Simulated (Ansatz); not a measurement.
Ansatz results at the PBE0-D4/def2-TZVP geometry: LUMO energy (B3LYP/def2-TZVPP) 0.48 eV; HOMO–LUMO gap (ωB97M-V/def2-TZVPP) 13.38 eV; LUMO energy (PBE0/def2-TZVPP) 0.79 eV.

Each molecule was computed in one conformer, which needn't be the lowest.

Question: Which molecule gave them?
A. `[OH][Ga]1[CH2][S]1`
B. `FC([SiH3])[TeH]`
C. `FCOCCCl`
D. `[SiH3]C1=CN1`

Answer: C. The others give `[OH][Ga]1[CH2][S]1`: -1.71, 9.31, -1.39; `[SiH3]C1=CN1`: -1.03, 9.77, -0.81; `FC([SiH3])[TeH]`: -1.26, 9.52, -1.04.

B3LYP here is the variant with VWN-RPA as its local correlation; programs differ in this.
